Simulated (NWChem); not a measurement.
CH6FNSi; SMILES C[Si@@H](F)N

```xyz
10

C      1.0192    -1.3681     0.1877
Si    -0.0610     0.0472    -0.3500
N      0.5868     1.5292     0.2156
F     -1.5584    -0.2609     0.2374
H      2.0325    -1.2735    -0.2310
H      1.1025    -1.4007     1.2858
H      0.5949    -2.3291    -0.1406
H     -0.2327     0.1604    -1.8235
H      0.9261     1.6197     1.1666
H      0.2337     2.4142    -0.1300
```
Atoms are numbered in this order, from 1.

Results from NWChem. Pople sets run with spherical d functions. All runs use the structure optimised with PBE0/def2-SVP.

Task: Order these by “highest occupied level (eV)”, lowest first: PBE/3-21G; PBE/6-31+G*; PBE/STO-3G.

Result: PBE/6-31+G* (-6.42), PBE/3-21G (-5.64), PBE/STO-3G (-1.92)
